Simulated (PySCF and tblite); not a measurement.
Values are calculated unless marked as measured or tabulated.
System: C₄H₃BF₂O, numbered as in [F:1][B:2]([F:3])/[CH:4]=[C:5]1\[CH:6]=[CH:7][O:8]1.

Geometries: B3LYP-D3(BJ)/def2-SVP; energies: PBE0/pcSseg-1 + D3(BJ), IEF-PCM methanol; zero-point and thermal terms from GFN2-xTB harmonic modes (soft modes blended into free rotors). Rate constants are transition-state-theory values, counting equivalent paths, without tunnelling. Programs: tblite and PySCF.

How high is the barrier to the rotation about the B2–C4 bond (torsion F1–B2–C4–C5 from 180° to 360°, rising), through which structure does it pass, and what rate follows at 298 K?

The electronic barrier is 6.7 kcal/mol and ΔG‡(298 K) 6.9 kcal/mol, over a Cs saddle with an imaginary mode of 70i cm⁻¹ (GFN2-xTB). With 2 equivalent paths, k is 1×10⁸ s⁻¹, a mean lifetime of the start of 9.5 ns against this motion.
